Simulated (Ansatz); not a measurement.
C3H7NTe, SMILES `C=C(N)[Te]C`, relaxed with RKS PBE0-D4/def2-TZVP in the Gaussian-basis code of Ansatz from a PBE-D4/def2-SVP geometry. The force threshold is 0.005 eV/Å; the program also tests the step.

The species carries charge 0 and has multiplicity 1. Te: def2 effective core potential.

Start:

```xyz
12

C    -0.014    1.397    0.561
C     0.811    0.329    0.455
N     2.194    0.367    0.366
Te    0.077   -1.698    0.564
C    -1.682   -1.314   -0.652
H    -1.077    1.289    0.814
H     0.377    2.420    0.422
H     2.619   -0.301   -0.282
H     2.605    1.305    0.306
H    -1.368   -0.842   -1.600
H    -2.160   -2.292   -0.851
H    -2.383   -0.660   -0.103
```

Problem. By how much does the energy fall, and how many steps does the optimiser take? (Estimate.)

Solution. Ansatz gave: 0.08 eV, in 12 steps, 1 of them rejected.

Problem. Which bonds change most? (Best estimate.)

Solution. The calculation gave: C2–Te4 from 2.159 to 2.114 Å; Te4–C5 from 2.173 to 2.132 Å; C1–C2 from 1.354 to 1.333 Å; C1–H7 from 1.104 to 1.087 Å.

Problem. Give the relaxed structure. (Estimate.)

Solution. The calculation gave: 
```xyz
12

C     0.000    1.354    0.432
C     0.822    0.304    0.395
N     2.203    0.367    0.442
Te    0.133   -1.694    0.402
C    -1.713   -1.284   -0.583
H    -1.068    1.243    0.543
H     0.395    2.365    0.373
H     2.686   -0.264   -0.179
H     2.584    1.302    0.424
H    -1.514   -0.647   -1.442
H    -2.119   -2.240   -0.911
H    -2.408   -0.806    0.102
```
